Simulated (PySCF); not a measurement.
A calculated (BLYP, PySCF 2.14, x2c-TZVPPall, scalar relativity by spin-free X2C-1e) atom or ion has these occupied shells.

```json
{"shell": "1s α", "electrons": "1", "orbital energy (eV)": "-17806.4", "rms radius, mean of both spins (bohr)": "0.0426"}
{"shell": "1s β", "electrons": "1", "orbital energy (eV)": "-17806.4", "rms radius, mean of both spins (bohr)": "0.0426"}
{"shell": "2s α", "electrons": "1", "orbital energy (eV)": "-2469.2", "rms radius, mean of both spins (bohr)": "0.176"}
{"shell": "2s β", "electrons": "1", "orbital energy (eV)": "-2469.1", "rms radius, mean of both spins (bohr)": "0.176"}
{"shell": "2p α", "electrons": "3", "orbital energy (eV)": "-2203.1", "rms radius, mean of both spins (bohr)": "0.156"}
{"shell": "2p β", "electrons": "3", "orbital energy (eV)": "-2203.0", "rms radius, mean of both spins (bohr)": "0.156"}
{"shell": "3s α", "electrons": "1", "orbital energy (eV)": "-404.99", "rms radius, mean of both spins (bohr)": "0.491"}
{"shell": "3s β", "electrons": "1", "orbital energy (eV)": "-404.87", "rms radius, mean of both spins (bohr)": "0.491"}
{"shell": "3p α", "electrons": "3", "orbital energy (eV)": "-318.28", "rms radius, mean of both spins (bohr)": "0.499"}
{"shell": "3p β", "electrons": "3", "orbital energy (eV)": "-318.15", "rms radius, mean of both spins (bohr)": "0.499"}
{"shell": "3d α", "electrons": "5", "orbital energy (eV)": "-175.63", "rms radius, mean of both spins (bohr)": "0.498"}
{"shell": "3d β", "electrons": "5", "orbital energy (eV)": "-175.46", "rms radius, mean of both spins (bohr)": "0.498"}
{"shell": "4s α", "electrons": "1", "orbital energy (eV)": "-55.597", "rms radius, mean of both spins (bohr)": "1.29"}
{"shell": "4s β", "electrons": "1", "orbital energy (eV)": "-54.634", "rms radius, mean of both spins (bohr)": "1.29"}
{"shell": "4p α", "electrons": "3", "orbital energy (eV)": "-33.630", "rms radius, mean of both spins (bohr)": "1.47"}
{"shell": "4p β", "electrons": "3", "orbital energy (eV)": "-32.552", "rms radius, mean of both spins (bohr)": "1.47"}
{"shell": "5s α", "electrons": "1", "orbital energy (eV)": "-5.376", "rms radius, mean of both spins (bohr)": "3.63"}
{"shell": "4d α", "electrons": "2", "orbital energy (eV)": "-5.198", "rms radius, mean of both spins (bohr)": "2.59"}
{"shell": "5p α", "electrons": "1", "orbital energy (eV)": "-2.152", "rms radius, mean of both spins (bohr)": "5.26"}
```

Name the element and its charge.

Zr (zirconium, neutral), in [Kr] 4d2 5s1 5p1, one real determinant (an excited configuration).
